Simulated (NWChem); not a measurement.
System: CCl$_{2}$FNOSi; SMILES C(=O)=N[Si](Cl)(Cl)F

Input file for NWChem:

```
start job
memory heap 200 mb stack 900 mb global 1100 mb
geometry units angstroms noautoz
  O     -0.001889     3.598465     0.195099
  C     -0.001623     2.449233     0.026827
  N     -0.001359     1.262357    -0.155136
  Si    -0.000021    -0.416681    -0.281223
  F     -0.000505    -0.813812    -1.833523
  Cl    -1.666734    -1.196063     0.573406
  Cl     1.668869    -1.193317     0.571668
end
basis spherical
  * library 6-31g*
end
dft
  xc xpbe96 cpbe96
  iterations 150
  mulliken
end
task dft energy
```

Output (shortened):

```
             Northwest Computational Chemistry Package (NWChem) 7.3.0
             --------------------------------------------------------

 CS  symmetry detected

                             Geometry "geometry" -> ""
                             -------------------------

 Output coordinates in angstroms (scale by  1.889725989 to convert to a.u.)

  No.       Tag          Charge          X              Y              Z
 ---- ---------------- ---------- -------------- -------------- --------------
    1 O                    8.0000     0.27627053     3.61209671     0.00000000
    2 C                    6.0000     0.08360427     2.46670184     0.00000000
    3 N                    7.0000    -0.12355019     1.28396254     0.00000000
    4 Si                  14.0000    -0.28530407    -0.39201585     0.00000000
    5 F                    9.0000    -1.84569621    -0.75605559     0.00000000
    6 Cl                  17.0000     0.55172307    -1.18800001    -1.66780217
    7 Cl                  17.0000     0.55172307    -1.18800001     1.66780217

 Effective nuclear repulsion energy (a.u.)     504.3819283976

      Symmetry information
      --------------------

 Group name             Cs
 Group number              2
 Group order               2
 No. of unique centers     6

  pbe96 is a nonlocal functional; adding pw91lda local functional.

                                 NWChem DFT Module
                                 -----------------

 Summary of "ao basis" -> "ao basis" (spherical)
 ------------------------------------------------------------------------------
       Tag                 Description            Shells   Functions and Types
 ---------------- ------------------------------  ------  ---------------------
 O                           6-31g*                  6       14   3s2p1d
 C                           6-31g*                  6       14   3s2p1d
 N                           6-31g*                  6       14   3s2p1d
 Si                          6-31g*                  8       18   4s3p1d
 F                           6-31g*                  6       14   3s2p1d
 Cl                          6-31g*                  8       18   4s3p1d

      Symmetry analysis of basis
      --------------------------

        a'         71
        a"         39

            General Information
            -------------------
          SCF calculation type: DFT
          Wavefunction type:  closed shell.
          No. of atoms     :     7
          No. of electrons :    78
           Alpha electrons :    39
            Beta electrons :    39
          Charge           :     0
          Spin multiplicity:     1
          Use of symmetry is: on ; symmetry adaption is: on
          Maximum number of iterations: 150
          AO basis - number of functions:   110
                     number of shells:    48
          Convergence on energy requested:  1.00D-06
          Convergence on density requested:  1.00D-05
          Convergence on gradient requested:  5.00D-04

              XC Information
              --------------
          PerdewBurkeErnzerhof Exchange Functional  1.000
            Perdew 1991 LDA Correlation Functional  1.000 local
           PerdewBurkeErnz. Correlation Functional  1.000 non-local

             Grid Information
             ----------------
          Grid used for XC integration:  medium
          Radial quadrature: Mura-Knowles
          Angular quadrature: Lebedev.
          Tag              B.-S. Rad. Rad. Pts. Rad. Cut. Ang. Pts.
          ---              ---------- --------- --------- ---------
          O                   0.60       49          12.0       434
          C                   0.70       49          11.0       434
          N                   0.65       49           9.0       434
          Si                  1.10       88           9.0       590
          F                   0.50       49          11.0       434
          Cl                  1.00       88          11.0       590
          Grid pruning is: on
          Number of quadrature shells:   372
          Spatial weights used:  Erf1

      Superposition of Atomic Density Guess
      -------------------------------------

 Sum of atomic energies:       -1473.79914960

      Non-variational initial energy
      ------------------------------

 Total energy =   -1476.196599
 1-e energy   =   -3042.618921
 2-e energy   =    1062.040393
 HOMO         =      -0.387221
 LUMO         =       0.055004

      Symmetry analysis of molecular orbitals - initial
      -------------------------------------------------

  Numbering of irreducible representations:

     1 a'          2 a"

  Orbital symmetries:

     1 a'          2 a"          3 a'          4 a'          5 a'
     6 a'          7 a'          8 a'          9 a"         10 a'
    11 a"         12 a'         13 a'         14 a"         15 a"
    16 a'         17 a'         18 a'         19 a"         20 a'
    21 a'         22 a'         23 a'         24 a"         25 a'
    26 a'         27 a"         28 a'         29 a'         30 a"
    31 a'         32 a'         33 a"         34 a'         35 a'
    36 a"         37 a"         38 a'         39 a"         40 a'
    41 a'         42 a"         43 a'         44 a'         45 a"
    46 a'         47 a'         48 a"         49 a'

     ---------------------------------------------
      Total Density - Mulliken Population Analysis
     ---------------------------------------------

    Atom       Charge   Shell Charges
 -----------   ------   -------------------------------------------------------
    1 O    8     8.69   2.00  0.95  3.01  0.93  1.78  0.02
    2 C    6     4.87   2.00  0.68  1.45  0.28  0.36  0.11
    3 N    7     7.73   2.00  0.81  2.62  0.79  1.50  0.01
    4 Si  14    12.39   2.00  2.00  5.97  0.73  1.12  0.07  0.22  0.28
    5 F    9     9.59   2.00  0.95  3.46  1.00  2.17  0.01
    6 Cl  17    17.37   2.00  2.00  5.98  1.37  3.69  0.56  1.75  0.01
    7 Cl  17    17.37   2.00  2.00  5.98  1.37  3.69  0.56  1.75  0.01

   convergence    iter        energy       DeltaE   RMS-Dens  Diis-err
 ---------------- ----- ----------------- --------- --------- ---------
 d= 0,ls=0.0,diis     1  -1476.9712843973 -1.98D+03  2.16D-02  1.69D+00
 d= 0,ls=0.0,diis     2  -1476.3438908882  6.27D-01  1.49D-02  8.37D+00
 d= 0,ls=0.0,diis     3  -1477.0734326559 -7.30D-01  6.34D-03  8.59D-01
 d= 0,ls=0.0,diis     4  -1477.1408135600 -6.74D-02  2.59D-03  2.23D-01
 d= 0,ls=0.0,diis     5  -1477.1638048601 -2.30D-02  1.01D-03  1.47D-02
  Resetting Diis
 d= 0,ls=0.0,diis     6  -1477.1654774544 -1.67D-03  2.69D-04  8.04D-04
 d= 0,ls=0.0,diis     7  -1477.1655943525 -1.17D-04  1.03D-04  3.66D-05
 d= 0,ls=0.0,diis     8  -1477.1655861767  8.18D-06  6.59D-05  1.14D-04
 d= 0,ls=0.0,diis     9  -1477.1655973618 -1.12D-05  2.49D-05  1.90D-05
 d= 0,ls=0.0,diis    10  -1477.1655991633 -1.80D-06  6.25D-06  1.11D-06
 d= 0,ls=0.0,diis    11  -1477.1655993007 -1.37D-07  9.10D-07  2.93D-08

         Total DFT energy =    -1477.165599300713
      One electron energy =    -3043.963969764807
           Coulomb energy =     1170.567491063040
    Exchange-Corr. energy =     -108.151048996555
 Nuclear repulsion energy =      504.381928397609

 Numeric. integr. density =       78.000000965779

                  Occupations of the irreducible representations
                  ----------------------------------------------

                     irrep           alpha         beta
                     --------     --------     --------
                     a'               26.0         26.0
                     a"               13.0         13.0

                       DFT Final Molecular Orbital Analysis
                       ------------------------------------

 Vector   37  Occ=2.000000D+00  E=-3.064659D-01  Symmetry=a"
              MO Center=  4.0D-01, -1.0D+00, -5.0D-14, r^2= 4.4D+00
   Bfn.  Coefficient  Atom+Function         Bfn.  Coefficient  Atom+Function
  ----- ------------  ---------------      ----- ------------  ---------------
    81      0.411272  6 Cl px                99     -0.411272  7 Cl px
    83      0.306545  6 Cl pz               101      0.306545  7 Cl pz
    85      0.212710  6 Cl px               103     -0.212710  7 Cl px
    87      0.161450  6 Cl pz               105      0.161450  7 Cl pz
    77     -0.160489  6 Cl px                95      0.160489  7 Cl px

 Vector   38  Occ=2.000000D+00  E=-2.943423D-01  Symmetry=a'
              MO Center=  4.6D-02,  1.5D+00,  7.0D-15, r^2= 4.2D+00
   Bfn.  Coefficient  Atom+Function         Bfn.  Coefficient  Atom+Function
  ----- ------------  ---------------      ----- ------------  ---------------
    31      0.428381  3 N  px                 3     -0.382084  1 O  px
    35      0.323002  3 N  px                 7     -0.261156  1 O  px
    82     -0.171275  6 Cl py               100     -0.171275  7 Cl py
    64      0.136084  5 F  py                81     -0.133268  6 Cl px
    99     -0.133268  7 Cl px                68      0.098217  5 F  py

 Vector   39  Occ=2.000000D+00  E=-2.895432D-01  Symmetry=a"
              MO Center=  2.1D-01,  1.0D+00, -1.4D-14, r^2= 5.4D+00
   Bfn.  Coefficient  Atom+Function         Bfn.  Coefficient  Atom+Function
  ----- ------------  ---------------      ----- ------------  ---------------
    33      0.397234  3 N  pz                 5     -0.348224  1 O  pz
    82      0.308066  6 Cl py               100     -0.308066  7 Cl py
    37      0.301120  3 N  pz                 9     -0.238665  1 O  pz
    86      0.161052  6 Cl py               104     -0.161052  7 Cl py
    78     -0.119499  6 Cl py                96      0.119499  7 Cl py

 Vector   40  Occ=0.000000D+00  E=-4.517562D-02  Symmetry=a'
              MO Center=  2.6D-01,  6.7D-01,  3.5D-14, r^2= 5.1D+00
   Bfn.  Coefficient  Atom+Function         Bfn.  Coefficient  Atom+Function
  ----- ------------  ---------------      ----- ------------  ---------------
    52      0.747963  4 Si s                 49      0.437934  4 Si px
    48      0.432169  4 Si s                 53      0.432459  4 Si px
    17     -0.393470  2 C  px                84     -0.360675  6 Cl s
   102     -0.360675  7 Cl s                 87     -0.340357  6 Cl pz
   105      0.340357  7 Cl pz                21     -0.328924  2 C  px

 Vector   41  Occ=0.000000D+00  E=-3.452760D-02  Symmetry=a"
              MO Center= -1.5D-02,  1.6D+00,  1.6D-14, r^2= 4.0D+00
   Bfn.  Coefficient  Atom+Function         Bfn.  Coefficient  Atom+Function
  ----- ------------  ---------------      ----- ------------  ---------------
    19      0.510396  2 C  pz                23      0.478684  2 C  pz
    55     -0.432859  4 Si pz                51     -0.423967  4 Si pz
     9     -0.342423  1 O  pz                 5     -0.339579  1 O  pz
    84     -0.237462  6 Cl s                102      0.237462  7 Cl s
    37     -0.231968  3 N  pz                33     -0.178770  3 N  pz

 Vector   42  Occ=0.000000D+00  E=-2.809519D-02  Symmetry=a'
              MO Center= -2.2D-01, -4.1D-02, -2.7D-14, r^2= 5.1D+00
   Bfn.  Coefficient  Atom+Function         Bfn.  Coefficient  Atom+Function
  ----- ------------  ---------------      ----- ------------  ---------------
    52      0.880288  4 Si s                 48      0.562228  4 Si s
    66     -0.384599  5 F  s                 34     -0.359397  3 N  s
    20      0.318531  2 C  s                 17      0.275108  2 C  px
    87     -0.262284  6 Cl pz               105      0.262284  7 Cl pz
    21      0.259367  2 C  px                50     -0.236224  4 Si py

     ---------------------------------------------
      Total Density - Mulliken Population Analysis
     ---------------------------------------------

    Atom       Charge   Shell Charges
 -----------   ------   -------------------------------------------------------
    1 O    8     8.27   2.00  0.94  2.86  0.90  1.54  0.03
    2 C    6     5.52   2.00  0.70  2.01  0.20  0.50  0.11
    3 N    7     7.33   2.00  0.76  2.56  0.77  1.22  0.02
    4 Si  14    13.27   2.00  1.99  5.96  0.92  1.68 -0.02  0.30  0.45
    5 F    9     9.29   2.00  0.93  3.30  1.02  2.03  0.01
    6 Cl  17    17.16   2.00  2.00  5.97  1.41  3.64  0.53  1.58  0.02
    7 Cl  17    17.16   2.00  2.00  5.97  1.41  3.64  0.53  1.58  0.02

     -------------------------------------------
      Total Density - Lowdin Population Analysis
     -------------------------------------------

    Atom       Charge   Shell Charges
 -----------   ------   -------------------------------------------------------
    1 O    8     8.05   1.99  0.85  2.69  0.69  1.76  0.07
    2 C    6     5.84   1.98  0.52  1.74  0.33  1.00  0.27
    3 N    7     7.25   1.99  0.66  2.37  0.51  1.69  0.05
    4 Si  14    13.49   2.00  1.97  5.87  0.57  1.45  0.26  0.73  0.64
    5 F    9     9.20   1.99  0.93  3.16  0.85  2.24  0.02
    6 Cl  17    17.08   2.00  1.99  5.91  1.17  3.37  0.64  1.98  0.02
    7 Cl  17    17.08   2.00  1.99  5.91  1.17  3.37  0.64  1.98  0.02

     Multipole analysis of the density
     ---------------------------------

     L   x y z        total         alpha         beta         nuclear
     -   - - -        -----         -----         ----         -------
     0   0 0 0     -0.000000    -39.000000    -39.000000     78.000000

     1   1 0 0      0.086584      0.043292      0.043292      0.000000
     1   0 1 0      0.064424      0.032212      0.032212      0.000000
     1   0 0 1      0.000000      0.000000      0.000000      0.000000

     2   2 0 0    -43.675400    -98.451074    -98.451074    153.226748
     2   1 1 0     -0.718138     -0.269624     -0.269624     -0.178891
     2   1 0 1      0.000000      0.000000      0.000000      0.000000
     2   0 2 0    -46.299911   -394.018044   -394.018044    741.736178
     2   0 1 1      0.000000      0.000000      0.000000      0.000000
     2   0 0 2    -43.011049   -190.368975   -190.368975    337.726901
```

Level: PBE/6-31G* (spherical d). All runs use the structure optimised with PBE0/def2-SVP.
